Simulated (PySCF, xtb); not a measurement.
C4H11NSi, SMILES N(C1([SiH3])CC1)C. Other conformers were not sampled.

Harmonic wavenumbers (cm⁻¹) from GFN2-xTB in xtb at its own minimum, in rising order: 74, 102, 199, 205, 239, 268, 345, 450, 545, 561, 581, 772, 788, 791, 801, 810, 875, 919, 960, 1024, 1065, 1066, 1097, 1124, 1149, 1161, 1228, 1332, 1385, 1416, 1428, 1475, 1487, 1498, 2237, 2251, 2279, 2854, 3009, 3010, 3077, 3080, 3090, 3104, 3348.

Q: What does B3LYP-D3(BJ)/def2-SVP run with PySCF give at its own minimum? (The exact figures need the calculation; the answer reports its results.)

A: 86, 137, 193, 210, 236, 268, 349, 458, 551, 637, 665, 736, 784, 859, 910, 931, 944, 954, 959, 982, 1051, 1075, 1114, 1149, 1172, 1188, 1239, 1297, 1424, 1437, 1453, 1474, 1478, 1501, 2202, 2211, 2214, 2950, 3061, 3110, 3120, 3124, 3214, 3223, 3522. Paired by order, the mean absolute difference is 42 cm⁻¹ and the zero-point energies are 86.6 and 88.4 kcal/mol.
